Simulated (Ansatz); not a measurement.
Basis-set extrapolation for C$_{2}$H$_{6}$ClFSi, SMILES `C[SiH](Cl)CF` (PBE0-D4/def2-TZVP geometry, frozen core, Ansatz). Multiplicity 1, RHF reference.

```tsv
	def2-TZVPP	def2-QZVPP
HF	-927.260390	-927.290327
MP2 correlation	-0.907548	-0.983773
CCSD(T) correlation	-0.995762	not run
```

Energies in hartree. Use E(X) = E(∞) + A·exp(−7.88·√X) for Hartree–Fock and E(X) = E(∞) + B·X^(−2.97) for correlation, with X = 3 and 4, and add CCSD(T) minus MP2 of the smaller set to the MP2 limit.

Question: What is the CCSD(T) energy at the basis-set limit?

Answer: HF limit: -927.290327 + (-0.029937) × 0.13774 = -927.29445. MP2 limit: -0.983773 + (-0.076225) × 0.74074 = -1.04024. Higher-order term: -0.995762 − (-0.907548) = -0.08821. Total: -928.42290 hartree, 437.8 kJ/mol below CCSD(T)/def2-TZVPP.
